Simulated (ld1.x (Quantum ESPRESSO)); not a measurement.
The numbers below are computed, except where a source is named.
Potentials for boron (B) compared

Generated with ld1.x 7.5 (TM, RRKJ, ultrasoft, PAW), atompaw 4.2 or ONCVPSP 4.0.1. The cutoff is in Ry: for ld1.x and atompaw files where the sum of valence levels is converged to 10 mRy in a Bessel basis, for ONCV files where the hardest occupied wave has 1 mHa per electron of residual kinetic energy. The error is the largest all-electron minus pseudo excitation energy over each file’s own four to seven test configurations (ionisations up to +4, promotions, holes and added fractions of an electron), all of which were solved. The labels leave out finer settings (local radius, basis sizes, second energies), which also bear on the numbers. Spin-polarised tests are not counted. The rows are a selection from randomly drawn settings: files with unsolved tests, undetermined cutoffs or missed reference levels are left out.

```csv
potential,cutoff (Ry),largest error (meV),bound ghosts
"TM semilocal, LDA (PZ), non-relativistic, rc 0.95/1.95 (sp), local s, core correction yes, reference 2s1 2p0",70,+89,none
"ultrasoft, PBE, scalar-relativistic, rc 1.60/2.00 (sp), local smoothed, core correction no, reference 2s2 2p1",12,+83,none
"PAW, LDA (PZ), scalar-relativistic, rc 1.85/2.30/1.90 (spd), local smoothed, core correction yes, reference 2s2 2p1",10,-3.6,none
"TM, LDA (PZ), scalar-relativistic, rc 0.90/2.75 (sp), local s, core correction no, reference 2s2 2p0",90,+197,none
"PAW, LDA (PZ), scalar-relativistic, rc 1.35/2.70 (sp), local smoothed, core correction yes, reference 2s1.5 2p1.5",10,-6.1,none
"TM, LDA (PZ), scalar-relativistic, rc 1.15/2.50 (sp), local s, core correction no, reference 2s2 2p1",21,+198,none
"ultrasoft, PBE, non-relativistic, rc 1.20/2.35/2.35 (spd), local d, core correction no, reference 2s2 2p0",18,+294,none
"PAW, LDA (PZ), scalar-relativistic, rc 1.10/2.30 (sp), local smoothed, core correction yes, reference 2s2 2p0.5",25,+8.5,none
```

**Question.** Fill in the row for B: ultrasoft, PBE, non-relativistic, rc 1.65/3.55/2.80 (spd), local smoothed, core correction yes, reference 2s2 2p1.

**Answer.** cutoff 6 Ry, largest error +136 meV, bound ghosts: none.
